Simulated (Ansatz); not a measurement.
Cost and result up the ladder for SiCl3(nBu) (C₄H₉Cl₃Si) (17 atoms). Total charge 0; singlet. Geometry: PBE-D4/def2-SVP.

```xyz
17

C     0.0853    0.3896   -0.8964
C     0.2394   -0.7186    0.1593
C     0.6976   -0.2115    1.5360
C    -0.2985    0.7176    2.2347
Cl   -0.5757    1.3504   -3.9219
Cl    1.0120   -1.5507   -3.3174
Cl   -2.2257   -1.2133   -2.5046
Si   -0.4060   -0.2254   -2.5903
H     1.0367    0.9522   -1.0283
H    -0.6837    1.1366   -0.6016
H    -0.7292   -1.2559    0.2660
H     0.9669   -1.4714   -0.2130
H     0.8934   -1.0937    2.1833
H     1.6781    0.3040    1.4245
H     0.0589    1.0050    3.2443
H    -0.4621    1.6578    1.6680
H    -1.2875    0.2271    2.3575
```

Ansatz on 4 threads of Arm Neoverse V2 on a shared host. Times are rough, and most runs start from the orbitals of an earlier one. CAM-B3LYP-D4/def2-TZVP serves as the yardstick here, not as an exact answer. Differences are given only for rows in sets of like size (and for xTB, whose basis is part of the method), since another set adds its own error. Binding counts from free atoms at the same level (C triplet, Cl doublet, Si triplet, H doublet; other spins of the atoms weren't run), without zero-point energy or a counterpoise term.

Correlated methods freeze 24 core orbitals. Another isomer (singlet) lies 0.02 eV lower at PBE0-D4/def2-TZVP; other spin states weren't run for this one.

Correlated methods converge slowly with the basis.

```tsv
level	functions	wall time	binding energy per atom (eV)	difference from CAM-B3LYP-D4/def2-TZVP (eV)
PBE-D4/def2-SVP	173	2.7 s	4.07	–
PBE0-D4/def2-SVP	173	4.1 s	4.03	–
PBE-D4/def2-TZVP (with forces)	326	7 s	4.05	0.08
PBE0-D4/def2-TZVP	326	12 s	4.00	0.03
r2SCAN-D4/def2-TZVP	326	12 s	3.99	0.02
MP2/def2-TZVP	326	12 s	3.91	-0.06
CAM-B3LYP-D4/def2-TZVP	326	13 s	3.97	0.00
r2SCAN0-D4/def2-TZVP	326	18 s	3.96	-0.02
```
